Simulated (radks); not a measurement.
Q: These are the eigenvalues of the occupied orbitals of an atom or ion with whole-number occupations (eV). Calculated with a radial shooting solver on a logarithmic mesh with Libxc functionals: Dirac Kohn-Sham, PBE, spin-unpolarised, spherical densities, finite nucleus; Fermi nuclear charge, rms radius of each element as measured or else 0.836 A^(1/3) + 0.57 fm.

1s1/2: -514.6662
2s1/2: -23.9561
2p1/2: -9.0498
2p3/2: -9.0132

Which element is it, and in what charge state? The configuration may be excited. Open shells, if any, fill j = l - 1/2 first.

A: Z = 8, oxygen, charge 0: O in [He] 2s2 2p4. The list shows which subshells hold electrons but not how many an open one holds; the 1s level, -18.914 hartree, gives Z - s = 6.2 by -(Z - s)^2/2, which with screening and relativity narrows Z to a few neighbours, and the depths of the outer levels then fix element, charge and occupations together.
